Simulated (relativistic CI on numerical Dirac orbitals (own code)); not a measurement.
## Fe2+ in a cubic cluster: L2,3 absorption with charge transfer

Computed with a charge-transfer multiplet model of a cubic metal-ligand cluster with up to 2 ligand holes, Slater and spin-orbit integrals from Dirac-Coulomb-Breit ions, Slater integrals scaled by 0.9. The ground state mixes d6 with configurations of k ligand holes L, whose averages lie at kΔ + k(k − 1)U_dd/2; a core hole lowers each added d electron by U_cd. 20 K, Lorentzian 0.4 eV and Gaussian 0.3 eV FWHM.

Atomic integrals in eV (Slater integrals scaled, ζ unscaled), ground: F2dd 9.813, F4dd 6.093, zeta_d 0.049; with the core hole: F2dd 10.545, F4dd 6.555, zeta_d 0.067, zeta_core 8.135, F2cd 6.142, G1cd 4.566, G3cd 2.594.

Cluster parameters (eV): Δ = 6.6, U_dd = 5.6, 10Dq = 1.4, 10Dq(ligand) = 0.3, V(eg) = 2.15, V(t2g) = -0.96, final-state hopping factor = 1.

| Case | n_d | d6 | d7L | d8L2 | S |
| --- | --- | --- | --- | --- | --- |
| U_cd = 4.4 eV | 6.12 | 0.89 | 0.11 | 0.00 | 2.00 |
| U_cd = 5.6 eV | 6.12 | 0.89 | 0.11 | 0.00 | 2.00 |
| U_cd = 6.2 eV | 6.12 | 0.89 | 0.11 | 0.00 | 2.00 |
| U_cd = 7.4 eV | 6.12 | 0.89 | 0.11 | 0.00 | 2.00 |
| U_cd = 8 eV | 6.12 | 0.89 | 0.11 | 0.00 | 2.00 |

Weights, n_d and S are thermal averages at 20 K. Photon energies count from the first peak over 30 % of the highest in each spectrum, which can be another peak from case to case. The parameters are a model scan and need not match a compound or its usual spin state. Peaks in eV (height, largest 100):
- U_cd = 4.4 eV: -2.4 (26), -1.5 (19), 0.0 (100), 1.5 (37), 3.3 (14), 4.5 (7), 12.9 (30), 14.3 (7), 16.3 (6)
- U_cd = 5.6 eV: -2.4 (26), -1.5 (19), 0.0 (100), 1.4 (37), 2.9 (13), 3.3 (13), 4.5 (8), 12.9 (30), 14.3 (7), 16.3 (6)
- U_cd = 6.2 eV: -2.4 (27), -1.6 (19), 0.0 (100), 1.2 (36), 2.7 (12), 3.2 (13), 4.4 (8), 11.1 (5), 12.8 (29), 16.2 (6)
- U_cd = 7.4 eV: -2.5 (28), -1.7 (19), 0.0 (100), 1.1 (36), 2.5 (13), 3.1 (13), 4.2 (8), 12.8 (29), 14.2 (8), 16.1 (6)
- U_cd = 8 eV: -2.4 (28), -1.8 (18), 0.0 (100), 1.0 (36), 2.5 (13), 3.1 (12), 4.1 (9), 11.2 (6), 12.8 (28), 16.1 (5)

For the case U_cd = 6.2 eV, Δ = 6.6 eV is larger than U_dd = 5.6 eV, the Mott-Hubbard side of the Zaanen-Sawatzky-Allen scheme. With the core hole the configuration with one ligand hole lies at Δ + U_dd − U_cd = 7.8, 6.6, 6.0, 4.8, 4.2 eV from the one without, in the order of the table; where this is negative the screened configuration lies lower, though the effective hopping of about 3.3 eV (from the holes of the mixed ground state) mixes the two strongly wherever it is as large as the gap.
